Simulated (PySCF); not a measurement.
Deuteron quadrupole couplings in `NC[SiH2]C([SiH3])[SiH3]`

C₂H₁₃NSi₃.
Geometry (PBE0-D3(BJ)/def2-SVP, Å), atoms numbered from 1 in this order:
```
atom  x, y, z in Å
N1     2.3329    0.5682    0.3240
C2     1.8304   -0.7748    0.5900
Si3    0.4296   -1.3673   -0.5444
C4    -1.0597   -0.2008   -0.4913
Si5   -1.9342   -0.2195    1.1776
Si6   -0.7192    1.5621   -1.0662
H7     2.5237    0.7160   -0.6645
H8     1.6713    1.2829    0.6147
H9     1.5020   -0.8297    1.6420
H10    2.6615   -1.5004    0.5235
H11   -0.0156   -2.7504   -0.1709
H12    0.9428   -1.4010   -1.9535
H13   -1.7781   -0.6138   -1.2258
H14   -2.3922   -1.6008    1.5209
H15   -0.9974    0.2479    2.2465
H16   -3.1196    0.6936    1.1690
H17    0.3018    1.6062   -2.1588
H18   -0.2302    2.4124    0.0650
H19   -1.9822    2.1779   -1.5782
```

Level: PBE0/pcSseg-1 (PySCF, non-relativistic); Q(2H) = 0.00286 b; rigid geometry, the same for H and D, with no vibrational averaging.

Problem. Rank these positions by the coupling χzz of a deuteron there, largest first.
A. H14 (Si–H hydrogen)
B. H10 (methylene hydrogen)
C. H13 (methine hydrogen)
D. H7 (N–H hydrogen)

Solution. D (262 kHz), C (196 kHz), B (190 kHz), A (94 kHz).

Problem. Tabulate Vzz, the asymmetry η and χzz = 234.96 MHz × Q × Vzz for every hydrogen position.

Solution. 
```tsv
atom	bonded to	bond length (Å)	Vzz (au)	η	χzz (kHz)
H7	N1	1.018	0.3899	0.17	262
H8	N1	1.016	0.3910	0.17	263
H9	C2	1.103	0.2859	0.07	192
H10	C2	1.105	0.2833	0.06	190
H11	Si3	1.500	0.1369	0.02	92
H12	Si3	1.500	0.1378	0.01	93
H13	C4	1.107	0.2920	0.00	196
H14	Si5	1.495	0.1397	0.02	94
H15	Si5	1.496	0.1398	0.03	94
H16	Si5	1.496	0.1388	0.03	93
H17	Si6	1.496	0.1395	0.01	94
H18	Si6	1.497	0.1385	0.02	93
H19	Si6	1.496	0.1397	0.02	94
```

Problem. Average by the element that carries the hydrogen.

Solution. on N: 262 kHz over 2 positions, mean bond length 1.017 Å; on C: 193 kHz over 3 positions, mean bond length 1.105 Å; on Si: 93 kHz over 8 positions, mean bond length 1.497 Å.

Problem. A static deuteron (I = 1) shows a doublet split by (3/2)χ, (3/4)χ(1 + η) and (3/4)χ(1 − η) with the field along z, y and x of the gradient. What are these for H11?

Solution. With |χ| = 92.0 kHz and η = 0.018: 138, 70 and 68 kHz, to first order and without motion.

The structure is a single PBE0-D3(BJ)/def2-SVP conformer in the gas phase; no vibrational or solvent corrections. These gradients aren't converged with respect to the basis.

The run behind these numbers computed NMR shieldings as well. Time: 50 s of wall time (grids of density and orbitals included); peak memory 0.98 GiB. Hardware: Arm Neoverse V1, one thread, on a shared host.
